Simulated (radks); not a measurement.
Problem. Neutral iron, configuration [Ar] 3d6 4s2 (the NIST ground configuration). Method: Dirac Kohn-Sham, PBE, spin-unpolarised, spherical densities, point nucleus; open shells are shared between the two j in proportion to 2j + 1; computed with a radial shooting solver on a logarithmic mesh with Libxc functionals. Some entries of the table are withheld. Estimate them.

orbital  occ.  eigenvalue (hartree)  r(max) (bohr)  <1/r> (bohr^-1)
1s1/2       2             -257.1500        0.03826            25.98
2s1/2       2                   (1)         0.2224            5.580
2p1/2       2             -25.96642         0.1781            5.526
2p3/2       4             -25.50775         0.1806            5.427
3s1/2       2              -3.45430         0.7007            1.751
3p1/2       2              -2.24400         0.7084            1.622
3p3/2       4              -2.18733         0.7156            1.599
3d3/2     2.4              -0.27917            (2)            1.210
3d5/2     3.6              -0.27358            (3)            1.204
4s1/2       2              -0.19446            (4)              (5)

Solution. 
(1) 2s1/2 eigenvalue (hartree): -30.11568
(2) 3d3/2 r(max) (bohr): 0.7101
(3) 3d5/2 r(max) (bohr): 0.7128
(4) 4s1/2 r(max) (bohr): 2.411
(5) 4s1/2 <1/r> (bohr^-1): 0.4361
